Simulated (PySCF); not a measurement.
A structure optimised at PBE-D3(BJ)/def2-TZVP, used in a PySCF frequency run:

```xyz
6

Te     0.3474     0.1234     0.0000
F     -1.3018     1.1592     0.0000
C     -0.6584    -1.7665     0.0000
H      0.1308    -2.5320     0.0000
H     -1.2653    -1.8593    -0.9061
H     -1.2653    -1.8593     0.9061
```

Write its SMILES, formula and point group.

C[Te]F, CH₃FTe, Cs

What are its rotational constants (standard atomic weights)?

9.0365, 6.2674, 3.7926 GHz
